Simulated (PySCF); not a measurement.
# Bond curve of KS⁻

Set-up: basis K def2-SVPD, S def2-SVPD; no relativity; PySCF 2.14. Energies in eV from K + S⁻ in their ground configurations at the same level. All curves are PBE0. state 1: ³Π (triplet), unpaired electrons σ ↑, π ↑; state 2: Ms = 0 determinant of mixed spin (⟨S²⟩ near 1.0), unpaired electrons σ ↓, π ↑, a second solution, started from another occupation; state 3: ¹Σ⁺ (singlet), closed shell, a second solution, started from another occupation; state 4: ³Σ⁺ (triplet), unpaired electrons σ ↑↑, a second solution, started from another occupation.

| R (Å) | state 1 | state 2 | state 3 | state 4 |
| --- | --- | --- | --- | --- |
| 2.601 | -0.917 | -0.910 | -1.153 | -0.853 |
| 2.722 | -1.113 | -1.106 | -1.213 | -0.959 |
| 2.843 | -1.214 | -1.208 | -1.194 | -1.003 |
| 2.933 | -1.248 | -1.241 | -1.145 | -1.009 |
| 3.024 | -1.255 | -1.248 | -1.077 | -0.999 |
| 3.115 | -1.243 | -1.237 | -0.996 | -0.978 |
| 3.236 | -1.208 | -1.201 | -0.875 | -0.939 |
| 3.387 | -1.144 | -1.138 | -0.715 | -0.880 |
| 3.568 | -1.054 | -1.047 | -0.524 | -0.803 |
| 3.810 | -0.929 | -0.922 | -0.284 | -0.704 |

Question: Put a parabola through the three lowest points of the state 1 curve and estimate Re, k and ωe (reduced mass 17.56 u; 1 eV/Å² = 0.16022 mdyn/Å; ωe = 1302.8·√(k/μ) cm⁻¹).

Answer: Through R = 2.933, 3.024, 3.115 Å the second-order coefficient is 1.15 eV/Å², so Re ≈ 3.012 Å, k ≈ 0.368 mdyn/Å and ωe ≈ 188 cm⁻¹. A polynomial fit of higher order to the unrounded PBE0 energies gives Re = 3.009 Å, k = 0.384 mdyn/Å, ωe = 193 cm⁻¹; anharmonicity and rounding make the difference.

The higher-order fit for each curve: state 1: Re = 3.009 Å, ωe = 193 cm⁻¹, De = 1.26 eV; state 2: Re = 3.009 Å, ωe = 193 cm⁻¹, minimum 1.25 eV below the ground-state fragments; state 3: Re = 2.746 Å, ωe = 274 cm⁻¹, minimum 1.21 eV below the ground-state fragments; state 4: Re = 2.917 Å, ωe = 178 cm⁻¹, minimum 1.01 eV below the ground-state fragments.

For an ion De counts to the pair picked by the measured ionisation energies or electron affinities, which need not be the lowest pair at this level. The highest Kohn–Sham level is positive in this anion. Much of that is self-interaction error, but it also means that the finite basis helps to hold the extra electron. The state is the lowest determinant that a PBE0 search found; another state may lie lower at other levels.
